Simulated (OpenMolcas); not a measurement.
**Pd2+ in KCdF3**

Pd2+ with its 6 nearest fluoride ions at 2.163 Å, on the Cd site of idealised cubic KCdF3 (a = 4.302 Å, distance in the model lattice 2.151 Å). The rest of the host is ab initio model potentials to 7.6 Å, with orthogonalisation functions on the cations behind the ligands, and point charges beyond; the distance is set by hand and nothing relaxes. Ligand basis ANO-RCC-VDZP.

```json
{"Program": "OpenMolcas 26.06", "Method": "CASSCF", "Basis": "ANO-RCC-VTZP [7s6p4d2f1g]", "Scalar Hamiltonian": "DKH2, point nucleus", "Active space": "8 electrons in 5 orbitals (4d)", "State averaging": "2S+1 = 3 even, 10 roots; 2S+1 = 1 even, 15 roots", "Spin-orbit coupling": "state interaction with AMFI integrals over the reference wave functions"}
```

The lowest spin-free states (labels of O, the rotations of Oh), above the lowest:

```tsv
State	Degeneracy	E (cm-1)	Free-ion L (%)
3A2	1	0.0	F (100)
3T2	3	11458	F (100)
1E	2	13930	D (74)
3T1	3	18261	F (81)
1A1	1	23458	G (90)
1T2	3	24970	D (80)
1T1	3	29182	G (100)
3T1	3	29565	P (81)
1E	2	38540	G (74)
1T2	3	38905	G (80)
1A1	1	61797	S (90)
```

The lowest levels with spin-orbit coupling:

| E (cm-1) | Degeneracy | Label | 2S+1 |
| --- | --- | --- | --- |
| 0.0 | 3 | T2 | 3 |
| 10374 | 2 | E | 3 (87 %) |
| 11191 | 3 | T1 | 3 |
| 12206 | 3 | T2 | 3 |
| 12618 | 1 | A2 | 3 |
| 14036 | 2 | E | 1 (75 %) |
| 16675 | 1 | A1 | 3 |
| 18116 | 3 | T1 | 3 |
| 19554 | 3 | T2 | 3 |
| 20479 | 2 | E | 3 (87 %) |
| 24244 | 1 | A1 | 1 |
| 24537 | 3 | T2 | 1 (82 %) |
| 29525 | 3 | T1 | 1 (80 %) |
| 29829 | 2 | E | 3 |
| 30569 | 1 | A1 | 3 |
| 30635 | 3 | T1 | 3 (81 %) |
| 30638 | 3 | T2 | 3 (82 %) |
| 39197 | 2 | E | 1 |
| 39544 | 3 | T2 | 1 |
| 62595 | 1 | A1 | 1 |

Powder χT (cm3 K/mol): 1.44 at 2 K, 1.44 at 10 K, 1.44 at 50 K, 1.45 at 100 K, 1.46 at 200 K, 1.48 at 300 K. The effective moment at 300 K is 2.828 √(χT) = 3.44 μB.

The lowest level has 2S+1 = 3, for which the spin-only value is χT = S(S+1) / 2 = 1.000 cm3 K/mol (g = 2). The computed 1.478 at 300 K differs by +0.478, through orbital momentum, spin-orbit coupling and any other state in reach.

Metal share of the active 4d orbitals (Löwdin): 90, 90, 97, 97, 97 %; Mulliken charge of the metal 1.51.

A least-squares ligand-field fit to the states below 45000 cm-1, each weighted by its degeneracy and with a free common offset, gives 10Dq = 11491 cm-1, B = 893 cm-1 and C = 3562 cm-1 (C/B = 3.99), with an rms deviation of 59 cm-1.

The same method and metal basis give the free ion B = 953 cm-1 (fit to its terms below 60000 cm-1, rms deviation 8 cm-1), so the nephelauxetic ratio is β = 893 / 953 = 0.94; it hangs on how both fits weigh the states, and computed free-ion B values tend to be too large, so β mixes covalency with correlation.

Without dynamic correlation the repulsion within the d shell is too large (B by tens of per cent), so at a given field states of lower spin stand too high. Real 4d8 and 5d8 ions are as a rule square planar and diamagnetic. With metal d orbitals alone the field can be off either way by tens of per cent. Ligand-to-metal charge-transfer states are missing. With no ligand orbital active B as a rule stays too high, so bands that hang on it stand too high and its fall with covalency is understated. No measured value stands beside these numbers; the geometry was set by hand and not optimised.
